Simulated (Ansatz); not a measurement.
Species: FeF (charge 0, sextet). The spin state was set by rule; other spins were not relaxed. 
Coordinates optimised at B3LYP-D3(BJ)/def2-TZVP (Ansatz, an electronic-structure program):
```xyz
2

Fe     0.0000     0.0000    -0.4594
F      0.0000     0.0000     1.3271
```
Charge 0, spin multiplicity 6.

Basis-set convergence of Hartree-Fock and CCSD(T) correlation energies (hartree) with Ansatz. Valence correlation only, unless marked. UHF or UKS for open shells. No spin-orbit coupling. The frozen core is the preceding noble-gas configuration, with the filled d and f shells of earlier blocks. No relativistic terms.

```json
[
 {"basis": "def2-SVPD", "functions": "57", "E(HF)": "-1361.68749", "E(corr, CCSD(T))": "-0.32315"},
 {"basis": "def2-TZVPPD", "functions": "107", "E(HF)": "-1361.97307", "E(corr, CCSD(T))": "-0.44900"},
 {"basis": "def2-QZVPPD", "functions": "166", "E(HF)": "-1362.00322", "E(corr, CCSD(T))": "-0.48428"}
]
```

Extrapolating the two largest sets (X = 3 and 4) as X^-3: E(corr) = (64·(-0.48428) - 27·(-0.44900))/37 = -0.5100 Eh, an estimate of the basis-set limit. The largest set recovers 95.0 % of it, the smallest 63.4 %.
